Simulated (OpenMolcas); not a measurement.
# W4+: moving or changing the point charges

W4+ among 4 point charges of -2 e arranged as a square (D4h), 2.12 Å from the ion.
```
   2.1200    0.0000    0.0000  -2.00
   0.0000    2.1200    0.0000  -2.00
  -2.1200    0.0000    0.0000  -2.00
   0.0000   -2.1200    0.0000  -2.00
```

| Quantity | Value |
| --- | --- |
| Program | OpenMolcas |
| Method | CASSCF |
| Basis | ANO-RCC-VDZP [7s6p4d2f1g] |
| Scalar Hamiltonian | DKH2, point nucleus |
| Active space | 2 electrons in 5 orbitals (5d) |
| State averaging | 2S+1 = 3 even, 10 roots; 2S+1 = 1 even, 15 roots |
| Spin-orbit coupling | RASSI with atomic mean-field integrals over the reference wave functions |

Runs around this geometry, states (labels of D4, the rotations of D4h). Energies in cm-1 above the lowest state or level, χT in cm3 K/mol.

```json
{"R (Å)": "2.12", "q (e)": "-1.6", "Ground state": "3E", "First state of that spin": "3A2 2523", "First gap with spin-orbit (degeneracies)": "2911 (1, 2)", "χT at 300 K": "0.027", "First state of another spin": "1A1 7103"}
{"R (Å)": "1.94", "q (e)": "-2", "Ground state": "3E", "First state of that spin": "3A2 9839", "First gap with spin-orbit (degeneracies)": "3633 (1, 1)", "χT at 300 K": "0.041", "First state of another spin": "1A1 1104"}
{"R (Å)": "2.12", "q (e)": "-2", "Ground state": "3E", "First state of that spin": "3A2 5559", "First gap with spin-orbit (degeneracies)": "3471 (1, 2)", "χT at 300 K": "0.029", "First state of another spin": "1A1 4480"}
{"R (Å)": "2.24", "q (e)": "-2", "Ground state": "3E", "First state of that spin": "3A2 3720", "First gap with spin-orbit (degeneracies)": "3133 (1, 2)", "χT at 300 K": "0.027", "First state of another spin": "1A1 6023"}
```

Taking the first state of the same spin as R^-n, n = -ln(3720 / 9839) / ln(2.24 / 1.94) = 6.8 between the shortest and longest distance.

Scaling the charges by -1.6 / -2 = 0.80 scales the first state of the same spin by 2523 / 5559 = 0.45; with fixed orbitals a first-order splitting would follow the charge.

An orbital doublet at a regular site is open to a Jahn-Teller distortion, which this geometry leaves out. Without dynamic correlation the repulsion within the d shell is too large (B by tens of per cent), so at a given field states of lower spin stand too high. Spin-orbit coupling mixes the spin-free states strongly: the lowest level takes only 68 % from its leading state, 3E (holds for R = 2.12, q = -1.6). This is an electrostatic model: the charges have no orbitals. No measured value stands beside these numbers.
